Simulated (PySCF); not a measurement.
C2H10FNSi2, SMILES FC[SiH2]NC[SiH3].

Coordinates come from a B3LYP-D3(BJ)/def2-SVP optimisation. The structure was generated by enumeration, and PubChem lists no compound with its InChIKey, so it may never have been made. The values are those of a single conformer.

The numbers are results of PySCF with TDA-PBE0/def2-SVPD, not measurements.

Vertical excitations. Isolated molecule, no solvent.

Computed excitation energies, oscillator strengths and character:
```
state  energy (eV)  λ (nm)      f                                            main pairs
-----  -----------  ------  -----  ----------------------------------------------------
S1            5.62     220  0.004                                        HOMO→LUMO 96 %
S2            6.34     196  0.029                                      HOMO→LUMO+1 84 %
S3            6.57     189  0.002  HOMO→LUMO+2 41 %, HOMO→LUMO+3 36 %, HOMO→LUMO+4 17 %
S4            6.61     188  0.056   HOMO→LUMO+2 45 %, HOMO→LUMO+3 38 %, HOMO→LUMO+1 8 %
S5            6.88     180  0.052  HOMO→LUMO+4 52 %, HOMO→LUMO+5 20 %, HOMO→LUMO+3 13 %
S6            6.96     178  0.036                    HOMO→LUMO+5 64 %, HOMO→LUMO+4 20 %
T1            5.37     231      0                                        HOMO→LUMO 87 %
T2            6.04     205      0                                      HOMO→LUMO+1 76 %
```
Triplets are in the Tamm–Dancoff approximation.
